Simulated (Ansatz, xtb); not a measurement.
## Relaxing a trial structure of FHOSi2+

The starting geometry of this gas-phase doublet has its atoms placed at random.

```xyz
5

F    -0.7408    0.4813    0.1994
O    -1.4890   -0.9675    0.0752
Si    1.4317    0.0548   -0.0995
Si   -0.2699    1.8809    0.2181
H    -1.0753   -0.7244    0.9908
```

**Question.** Guess where an optimisation with r2SCAN-D4/def2-SVP ends from this start.

**Answer.** It ends as a structure given below by its coordinates. Distances that change by over a tenth: Si3–Si4 (2.52 → 2.85 Å). Contacts that close: O2–Si3 (3.10 → 1.60 Å).

The energy falls by 8.89 eV over 20 steps:

| step | E − E(last) (eV) |
| --- | --- |
| 1 | 8.891 |
| 3 | 5.380 |
| 5 | 4.678 |
| 7 | 2.897 |
| 9 | 0.526 |
| 12 | 0.035 |
| 14 | 0.018 |
| 16 | 0.001 |
| 18 | 0.000 |
| 20 | 0.000 |

Final geometry (Å):

```csv
atom,x (Å),y (Å),z (Å)
F,-1.2882,1.5425,0.6719
O,-0.4828,-1.2236,0.2943
Si,0.8756,-0.6369,-0.3157
Si,0.1021,2.0818,0.0468
H,-1.3500,-1.0388,0.6867
```

From the same start GFN2-xTB ends elsewhere, differing in Si3–Si4 (2.25 against 2.85 Å here).

From so rough a start the end depends on the optimiser's path, so another program may land elsewhere. No frequencies were run, so the end isn't proven a minimum. Open shells are spin-unrestricted. Run with Ansatz 0.2.0, 2.3 min on 1 thread of Intel(R) Xeon(R) 6975P-C (Granite Rapids) (shared host).
